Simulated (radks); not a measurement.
Q: The bromine ion Br4+ is in [Ar] 3d10 4s2 4p1. Calculated with a radial shooting solver on a logarithmic mesh with Libxc functionals: scalar-relativistic Kohn-Sham, PBEsol, spin-polarised, spherical densities, finite nucleus; Fermi nuclear charge, rms radius of each element as measured or else 0.836 A^(1/3) + 0.57 fm. Open shells are filled with parallel spins first. One electron is removed from 4p, 4s, 3p, 3d in turn, with full relaxation. Which removal costs least, and what does each cost?

A: 4p 59.157 eV; 4s 73.033 eV; 3d 135.30 eV; 3p 242.24 eV. The 4p electron leaves first.
